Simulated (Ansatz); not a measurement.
Born–Oppenheimer molecular dynamics of C2H10BNOSi (16 atoms, charge 0, multiplicity 1). It starts from a relaxed structure.

Level of theory: Ansatz, RHF/STO-3G.

| Item | Value |
| --- | --- |
| ensemble | NVT, Langevin thermostat |
| time step | 1 fs |
| steps asked | 150 |
| set temperature | 300 K |
| friction | 0.001 /fs |
| seed | 553780 |

Frames 1 fs apart, positions in Å.

Velocities at 60.0 fs (Å/ps):

```
C -4.48 0.33 0.10
B 2.56 6.08 -4.00
C 0.62 -0.57 0.94
O -1.74 -0.78 -2.47
Si 0.62 0.68 0.54
N 1.42 -1.65 -2.77
H -16.00 5.90 24.92
H 16.27 -6.21 -17.27
H 13.99 14.99 -17.33
H -6.06 -16.79 16.74
H -7.75 7.67 2.25
H 4.17 -19.81 8.11
H 4.70 14.87 6.10
H -6.29 -2.31 2.58
H 8.28 -1.02 -7.32
H -19.79 10.88 -5.59
```

```xyz
16
Properties=species:S:1:pos:R:3 time_fs=60.0 energy_less_start_eV=0.309 T=144
C -1.331 -2.301 0.015
B 0.154 -1.923 -0.468
C 0.696 -0.474 -0.259
O -0.192 0.369 0.475
Si 0.306 1.887 0.947
N 0.297 3.076 -0.326
H -1.333 -2.855 0.934
H -1.793 -2.923 -0.792
H -1.998 -1.438 0.061
H 0.838 -2.756 -0.872
H 1.732 -0.476 0.134
H 0.833 -0.132 -1.323
H -0.676 2.304 1.899
H 1.635 1.849 1.548
H 1.058 3.011 -0.981
H -0.542 3.051 -0.863
16
Properties=species:S:1:pos:R:3 time_fs=61.0 energy_less_start_eV=0.296 T=150
C -1.335 -2.301 0.014
B 0.156 -1.917 -0.471
C 0.697 -0.475 -0.259
O -0.194 0.368 0.473
Si 0.306 1.888 0.947
N 0.298 3.074 -0.328
H -1.349 -2.850 0.961
H -1.773 -2.928 -0.802
H -1.981 -1.424 0.047
H 0.833 -2.773 -0.858
H 1.722 -0.469 0.137
H 0.836 -0.151 -1.311
H -0.670 2.319 1.905
H 1.624 1.846 1.549
H 1.070 3.010 -0.992
H -0.569 3.063 -0.873
16
Properties=species:S:1:pos:R:3 time_fs=62.0 energy_less_start_eV=0.353 T=126
C -1.339 -2.300 0.011
B 0.156 -1.913 -0.472
C 0.698 -0.474 -0.259
O -0.195 0.366 0.471
Si 0.307 1.889 0.948
N 0.300 3.072 -0.331
H -1.365 -2.843 0.983
H -1.749 -2.931 -0.799
H -1.960 -1.412 0.039
H 0.831 -2.790 -0.847
H 1.710 -0.463 0.141
H 0.838 -0.166 -1.296
H -0.662 2.331 1.909
H 1.608 1.842 1.545
H 1.081 3.009 -1.005
H -0.596 3.075 -0.884
16
Properties=species:S:1:pos:R:3 time_fs=63.0 energy_less_start_eV=0.421 T=94
C -1.343 -2.300 0.006
B 0.155 -1.910 -0.472
C 0.699 -0.473 -0.260
O -0.197 0.365 0.468
Si 0.308 1.891 0.949
N 0.300 3.070 -0.334
H -1.380 -2.830 0.994
H -1.724 -2.934 -0.786
H -1.940 -1.402 0.036
H 0.830 -2.802 -0.840
H 1.701 -0.459 0.148
H 0.841 -0.172 -1.286
H -0.653 2.340 1.911
H 1.590 1.837 1.540
H 1.086 3.006 -1.016
H -0.608 3.088 -0.890
16
Properties=species:S:1:pos:R:3 time_fs=64.0 energy_less_start_eV=0.410 T=98
C -1.345 -2.300 0.001
B 0.153 -1.909 -0.470
C 0.701 -0.471 -0.260
O -0.199 0.363 0.466
Si 0.309 1.892 0.950
N 0.300 3.069 -0.338
H -1.395 -2.809 0.990
H -1.705 -2.941 -0.769
H -1.923 -1.391 0.036
H 0.829 -2.807 -0.836
H 1.698 -0.459 0.159
H 0.845 -0.167 -1.284
H -0.643 2.345 1.912
H 1.576 1.833 1.535
H 1.083 3.003 -1.021
H -0.602 3.101 -0.886
16
Properties=species:S:1:pos:R:3 time_fs=65.0 energy_less_start_eV=0.335 T=133
C -1.346 -2.299 -0.005
B 0.150 -1.911 -0.466
C 0.702 -0.469 -0.261
O -0.201 0.362 0.464
Si 0.310 1.893 0.952
N 0.300 3.067 -0.343
H -1.407 -2.783 0.973
H -1.693 -2.955 -0.756
H -1.913 -1.381 0.037
H 0.828 -2.805 -0.835
H 1.702 -0.462 0.173
H 0.851 -0.153 -1.291
H -0.633 2.348 1.912
H 1.571 1.828 1.531
H 1.071 2.998 -1.021
H -0.582 3.113 -0.875
16
Properties=species:S:1:pos:R:3 time_fs=66.0 energy_less_start_eV=0.289 T=156
C -1.345 -2.296 -0.010
B 0.147 -1.914 -0.459
C 0.704 -0.467 -0.262
O -0.203 0.361 0.461
Si 0.310 1.895 0.953
N 0.300 3.066 -0.348
H -1.417 -2.758 0.951
H -1.693 -2.978 -0.750
H -1.907 -1.372 0.037
H 0.826 -2.794 -0.836
H 1.710 -0.468 0.187
H 0.859 -0.132 -1.303
H -0.623 2.349 1.913
H 1.577 1.823 1.530
H 1.055 2.994 -1.020
H -0.557 3.124 -0.862
16
Properties=species:S:1:pos:R:3 time_fs=67.0 energy_less_start_eV=0.289 T=157
C -1.343 -2.292 -0.016
B 0.143 -1.919 -0.451
C 0.706 -0.463 -0.263
O -0.206 0.361 0.459
Si 0.310 1.896 0.953
N 0.300 3.065 -0.353
H -1.423 -2.737 0.935
H -1.703 -3.006 -0.748
H -1.907 -1.367 0.036
H 0.825 -2.778 -0.839
H 1.716 -0.475 0.200
H 0.868 -0.107 -1.315
H -0.617 2.349 1.915
H 1.591 1.818 1.529
H 1.042 2.989 -1.022
H -0.544 3.137 -0.856
16
Properties=species:S:1:pos:R:3 time_fs=68.0 energy_less_start_eV=0.249 T=178
C -1.340 -2.287 -0.023
B 0.138 -1.925 -0.442
C 0.708 -0.460 -0.264
O -0.209 0.361 0.457
Si 0.310 1.897 0.953
N 0.300 3.063 -0.355
H -1.426 -2.724 0.932
H -1.719 -3.032 -0.746
H -1.913 -1.365 0.031
H 0.824 -2.760 -0.847
H 1.717 -0.484 0.211
H 0.877 -0.080 -1.318
H -0.613 2.348 1.919
H 1.612 1.812 1.528
H 1.037 2.983 -1.031
H -0.550 3.152 -0.859
16
Properties=species:S:1:pos:R:3 time_fs=69.0 energy_less_start_eV=0.185 T=202
C -1.337 -2.282 -0.032
B 0.134 -1.931 -0.432
C 0.712 -0.455 -0.267
O -0.212 0.361 0.454
Si 0.309 1.898 0.953
N 0.302 3.061 -0.356
H -1.426 -2.718 0.944
H -1.737 -3.049 -0.738
H -1.923 -1.367 0.021
H 0.826 -2.744 -0.858
H 1.713 -0.492 0.217
H 0.885 -0.055 -1.309
H -0.613 2.347 1.925
H 1.635 1.807 1.524
H 1.040 2.976 -1.046
H -0.571 3.167 -0.869
16
Properties=species:S:1:pos:R:3 time_fs=70.0 energy_less_start_eV=0.185 T=202
C -1.334 -2.277 -0.042
B 0.130 -1.937 -0.422
C 0.715 -0.451 -0.270
O -0.215 0.362 0.453
Si 0.309 1.899 0.953
N 0.303 3.058 -0.357
H -1.421 -2.716 0.962
H -1.755 -3.054 -0.723
H -1.938 -1.373 0.007
H 0.831 -2.731 -0.871
H 1.704 -0.500 0.220
H 0.892 -0.034 -1.290
H -0.616 2.347 1.933
H 1.653 1.803 1.516
H 1.046 2.969 -1.063
H -0.594 3.183 -0.878
16
Properties=species:S:1:pos:R:3 time_fs=71.0 energy_less_start_eV=0.237 T=180
C -1.332 -2.273 -0.051
B 0.126 -1.942 -0.412
C 0.719 -0.447 -0.273
O -0.218 0.363 0.451
Si 0.310 1.900 0.953
N 0.303 3.056 -0.358
H -1.412 -2.713 0.976
H -1.771 -3.047 -0.701
H -1.955 -1.382 -0.011
H 0.839 -2.722 -0.885
H 1.693 -0.508 0.219
H 0.901 -0.017 -1.265
H -0.619 2.347 1.942
H 1.664 1.800 1.502
H 1.049 2.962 -1.078
H -0.607 3.196 -0.880
```

Of the whole run (150 fs, mean temperature of the second half 153 K): The mean temperature of the second half is 49 % below the set value. A run of 0.15 ps of so small a system gives no equilibrium averages. Limits of this set-up: minimal basis.

Time of the run: 3 min on 1 CPU thread of a shared host.
